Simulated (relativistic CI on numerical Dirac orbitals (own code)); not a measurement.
# Fe3+ in a cubic cluster: L2,3 absorption with charge transfer

Computed with a charge-transfer multiplet model of a cubic metal-ligand cluster with up to 2 ligand holes, Slater and spin-orbit integrals from Dirac-Coulomb-Breit ions, Slater integrals scaled by 0.9. The parameters are those of a tetrahedral site (10Dq negative, t2 hopping the larger). The ground state mixes d5 with configurations of k ligand holes L, whose averages lie at kΔ + k(k − 1)U_dd/2; a core hole lowers each added d electron by U_cd. 300 K, Lorentzian 0.4 eV and Gaussian 0.3 eV FWHM.

Atomic integrals in eV (Slater integrals scaled, ζ unscaled), ground: F2dd 10.785, F4dd 6.742, zeta_d 0.056; with the core hole: F2dd 11.484, F4dd 7.183, zeta_d 0.075, zeta_core 8.130, F2cd 6.732, G1cd 5.078, G3cd 2.886.

Cluster parameters (eV): U_dd = 6.7, U_cd = 7.6, 10Dq = -0.4, 10Dq(ligand) = 0, V(eg) = 1.45, V(t2g) = -2.46, final-state hopping factor = 0.9.

| Case | n_d | d5 | d6L | d7L2 | S |
| --- | --- | --- | --- | --- | --- |
| Δ = 0.1 eV | 5.55 | 0.51 | 0.43 | 0.06 | 2.50 |
| Δ = 2.1 eV | 5.39 | 0.64 | 0.33 | 0.03 | 2.50 |
| Δ = 4.1 eV | 5.28 | 0.74 | 0.25 | 0.02 | 2.50 |

Weights, n_d and S are thermal averages at 300 K. Photon energies count from the first peak over 30 % of the highest in each spectrum, which can be another peak from case to case. The parameters are a model scan and need not match a compound or its usual spin state. Peaks in eV (height, largest 100):
- Δ = 0.1 eV: -2.0 (10), 0.0 (100), 3.1 (9), 3.8 (10), 4.7 (7), 11.8 (9), 12.6 (16), 14.2 (20)
- Δ = 2.1 eV: -2.0 (9), 0.0 (100), 1.0 (47), 2.8 (10), 3.7 (9), 4.6 (7), 11.8 (10), 12.6 (15), 14.5 (20)
- Δ = 4.1 eV: -2.0 (8), 0.0 (100), 1.2 (46), 3.6 (11), 4.2 (9), 12.5 (15), 14.6 (20)

For the case Δ = 2.1 eV, Δ = 2.1 eV is smaller than U_dd = 6.7 eV, the charge-transfer side of the Zaanen-Sawatzky-Allen scheme. With the core hole the configuration with one ligand hole lies at Δ + U_dd − U_cd = -0.8, 1.2, 3.2 eV from the one without, in the order of the table; where this is negative the screened configuration lies lower, though the effective hopping of about 4.1 eV (from the holes of the mixed ground state) mixes the two strongly wherever it is as large as the gap.
